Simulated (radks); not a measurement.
Excited configurations of As I: one electron is placed in a higher orbital outside [Ar] 3d10 4s2 4p2. The ground configuration is [Ar] 3d10 4s2 4p3. All-electron calculation, scalar-relativistic Kohn-Sham, PBE, spin-polarised, spherical densities, finite nucleus; open shells are filled with parallel spins first; Fermi nuclear charge, rms radius 4.0968 fm. Program: a radial shooting solver on a logarithmic mesh with Libxc functionals. Excitation = E - E(ground); binding = E(ion) - E, where the ion is the core of charge +1; n* = 1/sqrt(2 binding) in atomic units, and the quantum defect is n - n*.

| outer orbital | excitation (eV) | binding (eV) | n* | quantum defect | <r> (bohr) |
|---|---|---|---|---|---|
| 4d | 7.891 | 2.009 | 2.603 | 1.397 | 7.685 |
| 5p | 7.449 | 2.451 | 2.356 | 2.644 | 8.140 |
| 6p | 8.542 | 1.357 | 3.166 | 2.834 | 15.90 |
| 7p | 9.041 | 0.858 | 3.981 | 3.019 | 26.05 |

The Delta-SCF ionisation energy is 9.900 eV (NIST Atomic Spectra Database: 9.789 eV, measured). Self-interaction in the functional shifts the binding energies and quantum defects, so they are the method's values and not measured ones. Open shells are spherical and high-spin; term and fine-structure splittings are not resolved.
